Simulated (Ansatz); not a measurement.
A nudged elastic band was laid between two geometries of C₂H₈S₂Si (13 atoms, charge 0, multiplicity 1).

Level of theory: RKS r2SCAN-D4/6-31G (Ansatz).

| Property | Result |
| --- | --- |
| movable images | 3 |
| climbing image | yes |
| spring | 5.0 eV/Å² |
| optimiser | quadratic models (default) |
| start path | through a guess of the saddle point |
| force threshold | 0.03 eV/Å |
| iteration limit | 60 |
| end points | relaxed |

Initial state:

```xyz
13
Properties=species:S:1:pos:R:3
Si -1.628 -0.803 -0.808
C 0.220 -1.289 -0.610
S 1.379 0.219 -0.690
C 1.125 0.840 1.076
S 1.706 2.610 1.273
H -1.990 0.256 0.197
H -1.858 -0.268 -2.190
H -2.515 -1.999 -0.579
H 0.536 -1.930 -1.440
H 0.420 -1.833 0.320
H 0.067 0.754 1.334
H 1.736 0.256 1.767
H 0.821 3.154 0.366
```

Final state:

```xyz
13
Properties=species:S:1:pos:R:3
Si -1.669 -1.099 -0.714
C 0.251 -1.133 -0.699
S 1.034 0.592 -0.862
C 0.645 1.246 0.869
S 1.676 2.760 1.262
H -2.175 -0.212 0.390
H -2.153 -0.572 -2.031
H -2.212 -2.486 -0.495
H 0.626 -1.688 -1.566
H 0.653 -1.614 0.201
H -0.392 1.579 0.933
H 0.835 0.452 1.596
H 2.901 2.140 1.131
```

**Question.** What changes between the two ends?

**Answer.** No bond is made or broken. The dihedral S3–C4–S5–H13 goes from 62 to -60°.

**Question.** What energy profile does the band end with?

**Answer.** The run converged. The highest image is number 2 of 0 to 4, 14.1 kJ/mol above the ends, which have the same energy within 2 meV. Another band between the same ends (7 images) ends at a top of the same energy, where a vibrational analysis finds 1 clearly imaginary mode. So few images can step over the top or miss a turn of the path. Limits of this set-up: no polarisation functions.

| image | path coordinate (Å) | energy (kJ/mol) | dihedral S3–C4–S5–H13 (°) |
| --- | --- | --- | --- |
| 0 | 0.00 | 0.0 | 62 |
| 1 | 1.28 | 5.8 | 100 |
| 2 | 2.56 | 14.1 | 179 |
| 3 | 3.88 | 6.7 | -101 |
| 4 | 5.20 | 0.1 | -60 |

**Question.** What is the geometry of the highest image?

**Answer.** 
```xyz
13
Properties=species:S:1:pos:R:3
Si -1.657 -0.980 -0.836
C 0.214 -1.329 -0.582
S 1.307 0.196 -0.878
C 0.967 1.057 0.761
S 1.926 2.690 0.731
H -2.101 0.146 0.056
H -1.908 -0.606 -2.266
H -2.461 -2.206 -0.487
H 0.563 -2.065 -1.315
H 0.437 -1.728 0.415
H -0.101 1.261 0.857
H 1.333 0.430 1.578
H 1.502 3.099 1.979
```

Time of the run: 4.8 min on 1 thread of Intel(R) Xeon(R) 6975P-C (Granite Rapids), with other jobs on the host, peak memory 0.17 GiB.
